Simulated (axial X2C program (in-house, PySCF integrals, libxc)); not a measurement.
Correcting the dissociation energy of SbH⁺ for spin–orbit coupling

A spin-free CCSD(T) curve (one-electron X2C) was computed with an in-house relativistic program for diatomic molecules, basis Sb dyall-cv3z [11s12p8d4f1g], H dyall-v3z [6s2p1d] (cores contracted in-house), for the state M_S = 1/2, Λ = 1 (beyond evenly filled blocks: π+α). It gives D0 = 2.621 eV to Sb+ + H, which in a spin-free picture are the weighted means of the ground terms.

Correlated methods: 15 electrons correlated (number of frozen shells: Sb 4 s, 3 p, 1 d; H none), 191 virtual spin orbitals or spinors in MP2, 90 natural virtuals in coupled cluster.

Measured levels of the ground terms (NIST Handbook of Basic Atomic Spectroscopic Data), in cm⁻¹: Sb+ 3P: J = 0 at 0, J = 1 at 3054.6, J = 2 at 5658.2; H 2S: J = 1/2 at 0.

The two components of the molecular doublet are 3631 cm⁻¹ apart in the PBE0 2c search (Ω = 1/2 lower), so the lower one lies 1816 cm⁻¹ under their mean.

Q: How far does each ground level lie under the (2J+1)-weighted mean of its term?

A: Sb+: (1 × 0 + 3 × 3054.6 + 5 × 5658.2)/9 = 4162 cm⁻¹; H: a single level, 0.

Q: Correct D0.

A: D0 = 2.621 + (1816 − 4162)/8065.5 = 2.330 eV at CCSD(T) with these spin–orbit terms.

Second-order spin–orbit effects in the molecule, which grow quickly with Z, are left out. The state is a single determinant with fixed occupations, the lowest that a limited PBE0 search found. Dissociation energies refer to the lowest single-determinant-based atoms at the same level and basis. Coupled cluster ran in a truncated set of natural virtual spinors; the MP2 energy of the rest was added. (T) has no such correction and the atoms are truncated less, which lowers De at CCSD(T) by a hundredth of an eV or more.
